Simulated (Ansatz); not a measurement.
```yaml
atoms:
  - { symbol: C, position_ang: [0.0000, 0.0000, 0.5594] }
  - { symbol: C, position_ang: [0.0000, 0.0000, -0.5594] }
```

Basis set: STO-3G (spherical functions). Frozen core: 2 orbitals. Charge 0, multiplicity 1.

Computed with Ansatz (development build ahead of 0.2.0); the reference of a correlated method needn't be the lowest determinant of its kind.

**Question.** Give the atomization energy at this shape (free ground-state atoms in the same class of orbitals less the molecule, no zero-point energy) of singlet C2 by UHF-CCSD(T), UHF-CCSD.

**Answer.**

```csv
method,atomization energy
UHF-CCSD(T),5.38 eV
UHF-CCSD,5.34 eV
```

Caution: the reference determinant was not shown to be the lowest; the shape is not the minimum; the unrestricted determinant is a mixture of spin states.

This basis has no polarisation functions and is too small for such energies, which can lie far from measured ones in either direction.
